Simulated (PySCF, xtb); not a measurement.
H₃O₃Os, SMILES [OH][Os]([OH])[OH] (connectivity only; charge and spin as stated), neutral, multiplicity 4. Other conformers were not sampled.

Harmonic wavenumbers (cm⁻¹) from GFN2-xTB run with xtb 6.7.1 at its own minimum, in rising order: 56, 87, 152, 156, 256, 277, 484, 491, 518, 523, 549, 834, 3485, 3636, 3647.

Question: What does PBE-D3(BJ)/def2-SVP run with PySCF 2.14.0 give at its own minimum? (An estimate is asked for; the answer gives what the named calculation found.)

Answer: 119, 152, 196, 253, 386, 446, 627, 636, 671, 682, 775, 834, 3576, 3645, 3700. Paired by order, the mean absolute difference is 103 cm⁻¹ and the zero-point energies are 21.7 and 23.9 kcal/mol.
